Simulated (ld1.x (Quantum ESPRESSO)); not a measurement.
# u(r) = r·R(r): atom against pseudo-atom (barium (Ba))

Columns: radius, all-electron u(r) and pseudo u(r) of the 5d shell (level -2.02 eV) of barium in the configuration [Kr] 4d10 5s2 5p6 5d0 6s2 6p0; PBE, scalar-relativistic, TM semilocal scheme, ld1.x (Quantum ESPRESSO) 7.5.

| r (bohr) | all-electron | pseudo |
| --- | --- | --- |
| 0.188 | 0.1431 | 0.0015 |
| 0.375 | -0.0852 | 0.0112 |
| 0.562 | -0.2301 | 0.0357 |
| 0.750 | -0.1857 | 0.0785 |
| 0.938 | -0.0493 | 0.1391 |
| 1.125 | 0.1035 | 0.2124 |
| 1.312 | 0.2405 | 0.2916 |
| 1.500 | 0.3513 | 0.3690 |
| 1.688 | 0.4338 | 0.4369 |
| 1.875 | 0.4905 | 0.4900 |
| 2.062 | 0.5263 | 0.5267 |
| 2.250 | 0.5457 | 0.5478 |
| 2.438 | 0.5526 | 0.5554 |
| 2.625 | 0.5506 | 0.5530 |
| 2.812 | 0.5422 | 0.5437 |
| 3.000 | 0.5295 | 0.5302 |
| 3.188 | 0.5140 | 0.5142 |
| 3.375 | 0.4969 | 0.4969 |
| 3.562 | 0.4790 | 0.4790 |
| 3.750 | 0.4605 | 0.4605 |
| 3.938 | 0.4419 | 0.4419 |
| 4.125 | 0.4232 | 0.4232 |
| 4.312 | 0.4046 | 0.4046 |
| 4.500 | 0.3860 | 0.3860 |
| 4.688 | 0.3675 | 0.3675 |
| 4.875 | 0.3494 | 0.3494 |

Question: How many radial nodes do the two functions have?

Answer: The all-electron 5d function has n − l − 1 = 2; the pseudo-wave has 0, since the states of the same l below it are removed with the core.

Question: At about which radius was the pseudo-wave matched?

Answer: 3.65 bohr. The columns agree to 0.0005 from 3.19 bohr on; several derivatives are matched, so the curves merge somewhat inside the radius.

Question: Is the pseudo-wave norm-conserving?

Answer: Yes: the TM semilocal scheme keeps the norm inside the radius equal to the all-electron one, which fixes the energy derivative of the logarithmic derivative at the level.
